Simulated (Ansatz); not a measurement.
A nudged elastic band was laid between two geometries of CH4S2Si (8 atoms, charge 0, multiplicity 1).

Computed with RKS PBE-D4/6-31G* in Ansatz.

| Property | Result |
| --- | --- |
| movable images | 5 |
| climbing image | yes |
| spring | 5.0 eV/Å² |
| optimiser | quadratic models (default) |
| start path | through a guess of the saddle point |
| force threshold | 0.03 eV/Å |
| iteration limit | 60 |
| end points | relaxed |

Image 0:

```xyz
8
Properties=species:S:1:pos:R:3
S -1.297 0.841 -2.044
C 0.073 0.412 -1.251
Si 0.201 0.362 0.638
S 0.467 -1.686 1.282
H 0.960 0.097 -1.833
H -1.024 0.995 1.215
H 1.456 1.040 1.101
H -0.744 -2.118 0.836
```

Image 6:

```xyz
8
Properties=species:S:1:pos:R:3
S 0.463 1.598 -2.208
C -0.138 0.386 -1.282
Si 0.107 0.321 0.599
S 0.807 -1.620 1.260
H -0.715 -0.425 -1.765
H -1.210 0.644 1.249
H 1.164 1.296 0.991
H -0.385 -2.257 1.100
```

(1) Which bonds break or form, and what moves?

(2) What energy profile does the band end with?

The band took 9 iterations and of the order of 60 core-seconds.

## Answers

(1) No bond is made or broken. The dihedral S1–C2–Si3–H7 goes from -133 to -14°.

(2) It converged. The highest image is number 6 of 0 to 6, 0.043 eV above the first end and 0.000 eV above the last; the last end lies 0.043 eV above the first. The highest image is an end point: on this band no image between the ends rises above it.

```json
{"image": "0", "path coordinate (Å)": "0.00", "energy (eV)": "0.000", "dihedral S1–C2–Si3–H7 (°)": "-133"}
{"image": "1", "path coordinate (Å)": "0.53", "energy (eV)": "0.005", "dihedral S1–C2–Si3–H7 (°)": "-113"}
{"image": "2", "path coordinate (Å)": "1.05", "energy (eV)": "0.015", "dihedral S1–C2–Si3–H7 (°)": "-92"}
{"image": "3", "path coordinate (Å)": "1.58", "energy (eV)": "0.027", "dihedral S1–C2–Si3–H7 (°)": "-72"}
{"image": "4", "path coordinate (Å)": "2.10", "energy (eV)": "0.037", "dihedral S1–C2–Si3–H7 (°)": "-52"}
{"image": "5", "path coordinate (Å)": "2.63", "energy (eV)": "0.042", "dihedral S1–C2–Si3–H7 (°)": "-32"}
{"image": "6", "path coordinate (Å)": "3.11", "energy (eV)": "0.043", "dihedral S1–C2–Si3–H7 (°)": "-14"}
```

Time of the run: 65 s on 1 thread of Intel(R) Xeon(R) 6975P-C (Granite Rapids), with other jobs on the host, peak memory 0.26 GiB.
